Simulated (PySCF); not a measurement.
Calculated NMR data

Computational details: structure optimised with GFN2-xTB, shieldings: GIAO PBE0/pcSseg-1, in PySCF 2.14 (equivalent nuclei averaged, one computed conformer, relativity neglected, in vacuum).

Scale: TMS for ¹H, ¹³C (reference shieldings calculated alike). Splittings of carbon signals by F and P are missing where no couplings were computed. Where no couplings were computed, multiplicities follow the n + 1 count of equivalent neighbours, and m marks all less simple cases (inequivalent or close neighbours, rings, F or P nearby). Shifts are as computed. Against solution values, carbons near 30 ppm lie about +3 ppm off and those near 130 ppm about +5 ppm. Of 1211 compounds with measured shifts, 218 miss one by over three times the rms of a fit or turn the order of signals round; such compounds aren't used in these exercises.

**1.** `C[SiH2]c1ccc(C2CC2)o1`, C8H12OSi. ¹H NMR (500 MHz, computed): δ 6.86 (m, 1H), 6.51 (m, 1H), 4.69 (q, 2H), 1.92 (m, 1H), 0.99 (m, 2H), 0.88 (m, 2H), 0.34 (t, 3H). ¹³C{¹H} NMR (computed): δ 168.8, 153.0, 129.6, 113.0, 13.9, 10.4, -8.9.

**2.** `C[C@@H](C#N)[Si](F)(F)F`, C3H4F3NSi. ¹H NMR (500 MHz, computed): δ 2.20 (m, 1H), 1.55 (d, 3H). ¹³C{¹H} NMR (computed): δ 120.8, 13.9, 9.6.
